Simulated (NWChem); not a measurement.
C4H5NO; SMILES C=C/C=N/C=O

```xyz
11

C      0.5070    -2.7165    -0.0523
C     -0.3591    -1.7067     0.1078
C      0.0294    -0.3198    -0.0850
N     -0.7990     0.6428     0.0539
C     -0.3306     1.9498    -0.0472
O      0.6697     2.3700     0.4743
H      1.5463    -2.5304    -0.3423
H      0.2121    -3.7569     0.1031
H     -1.3999    -1.8817     0.3971
H      1.0841    -0.1277    -0.3632
H     -1.0218     2.6022    -0.6298
```
Atoms are numbered in this order, from 1.

Level: PBE0/def2-SVP (NWChem), optimised geometry, unscaled harmonic frequencies. 

Problem. List the harmonic frequencies with IR intensities, and the thermochemistry.

Solution. 
```
frequency (cm⁻¹)  IR intensity (km/mol)
----------------  ---------------------
83                                  6.9
162                                 2.1
191                                 1.8
249                                 6.1
396                                20.0
493                                 1.2
639                                21.8
773                                26.6
935                                38.1
983                                39.0
1020                                4.1
1038                               14.2
1062                               34.3
1128                              161.8
1213                                5.8
1290                                1.0
1355                               26.6
1404                               23.8
1443                                1.6
1708                               28.6
1752                              404.8
1841                              204.6
3002                              102.9
3061                               16.0
3167                                1.6
3210                                0.9
3276                                1.0
```

The zero-point energy comes out as 52.7 kcal/mol, the thermal correction to the enthalpy at 298.15 K (with zero-point energy) is 57.2 kcal/mol and the heat capacity Cv is 20.7 cal/(mol K). The entropy at 298.15 K and 1 atm (symmetry number 1) is 78.8 cal/(mol K) and the dipole moment is 3.28 D.

Rigid rotor and harmonic oscillator; modes under 100 cm⁻¹ make the entropy uncertain.
